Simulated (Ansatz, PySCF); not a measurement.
Reaction (SMILES): CCC [propane] → [CH2]C + [CH3] (CH3) (the C-C bond at the site shown breaks; other sites are not compared here)
Each molecule is optimised on its own at B3LYP-D3(BJ)/def2-TZVP (Ansatz, an electronic-structure program).

Quantity: bond dissociation energy (electronic energy difference), in kcal/mol. Cores are frozen in the correlated levels unless marked. UHF or UKS for open shells. Spin-orbit coupling is left out. No relativistic terms. Basis-set limits of correlation are two-point, X^-3; Hartree-Fock from the larger set. The bracket is a focal-point correction in the basis named.

| level | program | bond dissociation energy (kcal/mol) |
|---|---|---|
| r2SCAN-D3(BJ)/def2-TZVPD | Ansatz + dftd3 | 87.0 |
| B97M-V/def2-TZVPD | Ansatz | 93.2 |
| PBE0-D3(BJ)/def2-TZVPD | Ansatz + dftd3 | 93.5 |
| TPSSh-D3(BJ)/def2-TZVPD | PySCF + dftd3 | 89.0 |
| r2SCAN0/def2-TZVPD | Ansatz | 86.3 |
| CAM-B3LYP/def2-TZVPD | Ansatz | 91.0 |
| MP2/6-31G* | Ansatz | 97.9 |
| SCS-MP2/aug-cc-pVDZ | Ansatz | 95.6 |
| SCS-MP2/cc-pVTZ | Ansatz | 97.5 |
| RI-MP2/CBS(cc-pVTZ,cc-pVQZ)+[CCSD(T)-MP2]/cc-pVTZ | Ansatz | 96.3 |
